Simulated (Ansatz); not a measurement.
A series at Al: from triethylaluminium, ligands are replaced one by one, each step taking up H₂ and setting free `CC`; n counts the steps. Ansatz, PBE0-D4/def2-TZVP geometries. Each molecule was computed in one conformer, which needn't be the lowest.

CBS adds triple-zeta CCSD(T) − MP2 to the MP2 limit, frozen cores; atoms without spin–orbit coupling. 

```tsv
n	molecule	atomization energy, CCSD(T)/CBS (kJ/mol)
0	`C[CH2][Al]([CH2]C)[CH2]C`	8363.8
1	`C[CH2][AlH][CH2]C`	5874.2
2	`C[CH2][AlH2]`	?
3	`[AlH3]`	898.6
```

By hand: fit a straight line y = ȳ + b (n − n̄) to the 3 given rows and predict n = 2.

n̄ = 1.333, ȳ = 5045.53; Σ(n − n̄)(y − ȳ) = -11612.13, Σ(n − n̄)² = 4.667, so b = -2488.14 kJ/mol a step. Prediction: 5045.53 + (-2488.14) × (0.667) = 3385.9 kJ/mol.

By hand: compare with the computed value, 3386.7 kJ/mol, and give the steps along the whole series.

The line misses by 0.8 kJ/mol (computed minus predicted). Steps: -2489.6, -2487.5, -2488.1 kJ/mol.

The steps differ by at most 2.1 kJ/mol, 0.1 % of a mean step, so the ligands' effects nearly add and a line is close. The miss is 0.0 % of the series' range. The energies themselves are unsure by some kJ/mol a bond, though much of that is common to the series.
